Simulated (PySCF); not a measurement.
# Spin states and ions at one geometry of TaOF3

PySCF 2.14.0, RKS r2SCAN, Ta def2-SVP with ECP60, O def2-SVP, F def2-SVP; non-relativistic Hamiltonian with scalar-relativistic core potentials where named; density fitting; no spin-orbit coupling; singlets restricted, open shells unrestricted. The geometry is relaxed for charge 0, singlet, vacuum:

```xyz
5

Ta   -0.0845    0.0000   -0.0344
O     1.3145    0.0000   -1.0321
F     0.0246    1.5541    1.0122
F    -1.5594    0.0000   -1.1968
F     0.0246   -1.5541    1.0122
```

Energies count from the relaxed state; an electron taken off or put on is at rest in vacuum. Charges and spins are Mulliken's.

Task: Order these states by energy, lowest first.
A. charge +1, doublet, vacuum
B. charge 0, triplet, vacuum
C. charge 0, singlet, vacuum
D. charge -1, doublet, vacuum

Result: C (0.00 eV), D (0.68 eV), B (6.24 eV), A (12.47 eV).

Task: How do charge and spin on the first atom follow?

Result: 
```tsv
state	spin squared	charge on Ta1 (e)	spin on Ta1 (e)	dipole about the centre of mass (D)
charge 0, singlet, vacuum	0.00	1.31	0.00	1.91
charge 0, triplet, vacuum	2.01	1.15	0.87	0.48
charge +1, doublet, vacuum	0.76	1.61	-0.07	0.65
charge -1, doublet, vacuum	0.75	0.40	1.05	1.41
```

With an electron taken off (doublet) the charges change, summed by element, by Ta +0.30 e, O +0.33 e, F +0.37 e. The vertical ionisation energy is 12.47 eV, against −ε(HOMO) = 8.97 eV of the relaxed state. The level lies 3.5 eV too high, as is usual for semilocal functionals and global hybrids, which keep a self-interaction error.

With an electron put on (doublet) the charges change, summed by element, by Ta -0.91 e, O -0.07 e, F -0.02 e. The vertical electron affinity is -0.68 eV, against −ε(LUMO) = 2.41 eV of the relaxed state. The basis has no diffuse functions, which an added electron needs. The added electron's level lies above zero.

Open shells may have lower solutions than those found.

No frequency check is given that shows the relaxed geometry to be a minimum.
